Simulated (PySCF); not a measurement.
Isomers C₄H₁₀N₂OSi:

A. `[Si]1(N)(N)CC[C@@H]1C=O`
B. `[SiH3]N1N=C[C@@H](OC)C1`
C. SMILES C=N[SiH2]N(C)C(C)=O
D. `C=NC(=C)O[SiH2]NC`

Spectrum 1. 1H NMR (500 MHz, computed): δ 6.44 (d, 1H), 4.89 (s, 3H), 4.86 (m, 1H), 3.46 (s, 3H), 3.46 (m, 1H), 3.28 (m, 1H). 13C{1H} NMR (computed): δ 138.9 (CH), 91.0 (CH), 58.9 (CH3), 54.6 (CH2).

Spectrum 2. 1H NMR (500 MHz, computed): δ 8.66 (m, 1H), 8.63 (m, 1H), 5.15 (s, 2H), 3.07 (s, 3H), 2.05 (s, 3H). 13C{1H} NMR (computed): δ 181.7 (C), 174.2 (CH2), 33.4 (CH3), 21.4 (CH3).

Spectrum 3. 1H NMR (500 MHz, computed): δ 9.98 (d, 1H), 3.21 (m, 1H), 2.13 (m, 1H), 1.97 (m, 1H), 1.82 (m, 1H), 1.80 (m, 1H), 0.77 (br s, 2H), 0.74 (br s, 2H). 13C{1H} NMR (computed): δ 206.5 (CH), 66.6 (CH), 30.3 (CH2), 13.9 (CH2).

Spectrum 4. 1H NMR (500 MHz, computed): δ 7.78 (d, 1H), 6.97 (d, 1H), 5.15 (s, 2H), 3.90 (m, 1H), 3.89 (m, 1H), 2.66 (s, 3H), 0.70 (br s, 1H). 13C{1H} NMR (computed): δ 170.3 (C), 152.6 (CH2), 80.9 (CH2), 27.6 (CH3).

Isolated molecule, fast rotation and ring inversion assumed for equivalent nuclei, relativity neglected, a single conformation. Geometry: GFN2-xTB; shielding tensors at PBE0/pcSseg-1 (GIAO); PySCF.

References, each an isolated molecule treated in the same way: 1H (σ = 31.72 ppm), 13C (σ = 186.93 ppm) vs TMS. Where no couplings were computed, multiplicities follow the n + 1 count of equivalent neighbours, and m marks all less simple cases (inequivalent or close neighbours, rings, F or P nearby). Shifts are as computed. Against solution values, carbons near 30 ppm lie about +3 ppm off and those near 130 ppm about +5 ppm. Of 1211 compounds with measured shifts, 218 miss one by over three times the rms of a fit or turn the order of signals round; such compounds aren't used in these exercises. OH and NH positions are gas-phase values without hydrogen bonding to other molecules.

Which spectrum belongs to which compound?

Answers

1–B, 2–C, 3–A, 4–D.

- Spectrum 1 (B): 4 13C signals; δC 91.0 is an sp3 CH bonded to O; δC 58.9 is a methyl carbon bonded to O.
- Spectrum 2 (C): 4 13C signals; δC 181.7 is an amide carbonyl carbon; δC 33.4 is a methyl carbon bonded to N.
- Spectrum 3 (A): 4 13C signals; δC 206.5 is an aldehyde carbonyl carbon; δC 13.9 is an sp3 CH2 in a ring.
- Spectrum 4 (D): 4 13C signals; δC 170.3 is an alkene carbon bearing oxygen; δC 80.9 is a β carbon of an enol-ether or enamine type C=C.
